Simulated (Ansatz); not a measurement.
Task: Name a neutral molecule of C, Cl, N, O, Si and H with ideal-gas entropy at 298 K and 1 bar (rigid rotor, harmonic PBE0-D4/def2-TZVP) between 355 and 371 J/(mol·K) and HOMO–LUMO gap (PBE0/def2-TZVPP) between 8.80 and 9.10 eV (Ansatz, PBE0-D4/def2-TZVP geometry).

Result: `CO[SiH](N)Cl` (370 J/(mol·K), 8.86 eV). Other molecules can fit too; these were computed, each in one conformer that needn't be the lowest.
